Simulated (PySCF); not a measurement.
A mixed set of molecules. Method used: TDDFT CAM-B3LYP/def2-SVPD, vertical, gas phase, core orbitals frozen in the response in PySCF. Geometries: GFN2-xTB; one conformer of each isolated species. Triplets are in the Tamm–Dancoff approximation. 'Strongest' means the level of largest summed f among the lowest 8 singlets; it needn't be the same kind of state in each.

**Question.** Rank by computed HOMO energy, lowest first.
A. `F/C=C1/OC[Si@H](F)O1`
B. `C/C=C/C=C/S[SiH3]`
C. `NC(=O)[C@H]1CS1`
D. `[SiH3]SC12CC(C1)C2`

**Answer.** C (-8.51 eV), D (-8.04 eV), A (-7.66 eV), B (-7.06 eV).

```csv
SMILES,HOMO (eV),f (S1),strongest (eV),first f ≥ 0.01 (nm),S1 (eV),T1 (eV),S1 mainly
NC(=O)[C@H]1CS1,-8.51,0.001,7.13,196,4.91,4.48,H→L (89%)
[SiH3]SC12CC(C1)C2,-8.04,0.011,7.62,216,5.74,5.41,H→L (74%)
F/C=C1/OC[Si@H](F)O1,-7.66,0.014,7.10,225,5.51,4.27,H→L (62%)
C/C=C/C=C/S[SiH3],-7.06,0.756,4.99,249,4.99,2.95,H→L (95%)
```

H and L stand for HOMO and LUMO.
